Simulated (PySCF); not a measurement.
# Rb₂⁺ at BHandHLYP

Level: BHandHLYP. basis Rb def2-SVPD with ECP28; scalar-relativistic core potentials; PySCF 2.14.

- state: doublet, unpaired electrons σ ↑
- bond length: 5.018 Å
- harmonic wavenumber: 37.8 cm⁻¹
- force constant: 0.0357 mdyn/Å
- rotational constant Be: 0.01577 cm⁻¹
- anharmonicity ωexe: 0.0775 cm⁻¹
- vibration–rotation constant αe: 4.31e-05 cm⁻¹
- well depth De to Rb⁺ + Rb: 0.70 eV
- dissociation energy D0: 0.70 eV
- bond order (Mayer): 0.49

Spin–orbit coupling is left out. The state is the lowest determinant that a PBE0 search found; another state may lie lower at other levels.
